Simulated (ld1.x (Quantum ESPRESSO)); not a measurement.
**Which change was made? (Co, RRKJ)**

```json
{
  "Element": "cobalt (Co)",
  "Generator": "ld1.x (Quantum ESPRESSO) 7.5",
  "Type": "norm-conserving RRKJ (Kleinman–Bylander form)",
  "Functional": "LDA (PZ)",
  "Relativity": "scalar-relativistic",
  "Frozen core": "[Ne] 3s2",
  "Valence charge": "15",
  "Reference configuration": "3p6 3d7 4s0 4p0 (charge +2)",
  "Partial waves": "3p (bound): rc 0.85 bohr; 3d (bound): rc 0.90 bohr; 4s (bound, empty): rc 1.65 bohr",
  "Local potential": "the s channel",
  "Core correction": "none"
}
```

Cutoffs, loose and tight: the cutoffs (Ry, on a coarse ladder) from which the occupation-weighted sum of valence levels, in a spherical-Bessel basis at the reference potential, stays within 10 and 1 mRy of its value at 400 Ry. They do not see the model core or the augmentation charge, which bear on the density cutoff. Test errors are all-electron minus pseudo excitation energies from the reference, over the configurations 3p6 3d7 4s2 4p0; 3p6 3d7 4s1 4p0; 3p6 3d6 4s0 4p0; 3p6 3d8 4s0 4p0; 3p6 3d7 4s1.5 4p0; 3p6 3d7.5 4s1.5 4p0; 3p6 3d7 4s1 4p1 (two spin-polarised tests are not counted in the largest error); variants that change the core or the reference have their own tests.

The base gives: outcome: generated; cutoff, loose: 200 Ry; cutoff, tight: 300 Ry; bound ghosts: none; largest test error (meV): -627.

Q: After one change the result is: outcome: generated; cutoff, loose: 300 Ry; cutoff, tight: over 300 Ry; bound ghosts: s (extra level of the local part); largest test error (meV): -416. Which change was it?
A. all radii scaled by about 0.78 (s 1.30, p 0.66, d 0.70 bohr)
B. all radii scaled by about 1.34 (s 2.22, p 1.14, d 1.20 bohr)
C. all radii scaled by about 1.18 (s 1.94, p 1.00, d 1.06 bohr)
D. all radii scaled by about 0.89 (s 1.48, p 0.76, d 0.80 bohr)

A: A. The others give: all radii scaled by about 1.34 (s 2.22, p 1.14, d 1.20 bohr) → outcome: generated; cutoff, loose: 120 Ry; cutoff, tight: 180 Ry; bound ghosts: none; largest test error (meV): -666 | all radii scaled by about 0.89 (s 1.48, p 0.76, d 0.80 bohr) → outcome: generated; cutoff, loose: 260 Ry; cutoff, tight: over 300 Ry; bound ghosts: none; largest test error (meV): -549 | all radii scaled by about 1.18 (s 1.94, p 1.00, d 1.06 bohr) → outcome: generated; cutoff, loose: 160 Ry; cutoff, tight: 230 Ry; bound ghosts: none; largest test error (meV): -668.
